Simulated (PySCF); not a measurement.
FOS, SMILES O=[S]F, doublet (PBE0/def2-SVP optimised geometry):

```
3

O      0.996    -0.773     0.000
S     -0.476    -0.773     0.000
F     -0.996     0.773     0.000
```

Computed with unrestricted PBE0/def2-TZVP in PySCF.

What are the frontier orbital energies (α orbitals alone; a β orbital can be the lowest empty one) and the dipole moment?

HOMO-2 -11.86 eV, HOMO-1 -10.53 eV, HOMO -7.40 eV, LUMO -1.11 eV, LUMO+1 0.51 eV; dipole moment 1.76 D.

On the same geometry PySCF with unrestricted PBE/def2-TZVP gives HOMO-2 -9.99 eV, HOMO-1 -8.88 eV, HOMO -5.74 eV, LUMO -2.16 eV, LUMO+1 -0.55 eV; dipole moment 1.60 D.

Meta-Löwdin charges at PBE0/def2-TZVP: O1 -0.60, S2 1.02, F3 -0.42.
